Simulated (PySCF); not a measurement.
A structure optimised at PBE-D3(BJ)/def2-SVP, used in a PySCF frequency run:

```
Ti
Cl 1 2.1717
Cl 1 2.1717 2 109.91
Cl 1 2.1717 2 109.91 3 121.09
I 1 2.5530 2 109.03 3 -119.45
```

Q: Write its SMILES, formula and point group.

A: [Cl][Ti]([Cl])([Cl])[I], Cl3ITi, C3v

Q: What are its rotational constants (standard atomic weights)?

A: 1.1275, 0.57131, 0.57131 GHz
